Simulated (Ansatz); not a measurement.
`Br[B]1[SiH2][SnH2]1`. Total charge 0; spin multiplicity 1. Sn takes the def2 core potential.

```xyz
8

Br   -0.6844   -2.3441    1.6909
B     0.0600   -1.1521    0.3981
Si    1.2742    0.2886    0.5787
Sn   -1.1050    0.1166   -0.9035
H     1.8758    0.8330   -0.6628
H     1.9170    0.8281    1.8055
H    -0.5802    0.9760   -2.2752
H    -2.7574    0.4538   -0.6316
```

Task: List the harmonic frequencies (cm⁻¹, unscaled) at PBE0-D4/def2-TZVP in Ansatz. (Estimate.)

Result: The calculation gave: 106, 114, 175, 312, 322, 382, 399, 458, 467, 538, 694, 705, 910, 950, 1920, 1949, 2217, 2252.

Task: Is this a minimum?

Result: Yes, all 18 modes are real.

Task: Give the ideal-gas thermochemistry at 298.15 K and 1 bar (rigid rotor, harmonic oscillator; point group C1, symmetry number 1).

Result: Zero-point energy 88.9 kJ/mol; H(298) − E = 110.7 kJ/mol; entropy 371.4 J/(mol·K), of which translation 177.3, rotation 125.0, vibration 69.2; G(298) − E = -0.1 kJ/mol.

Task: Rotational constants (cm⁻¹)?

Result: 0.09122, 0.02626, 0.02064.
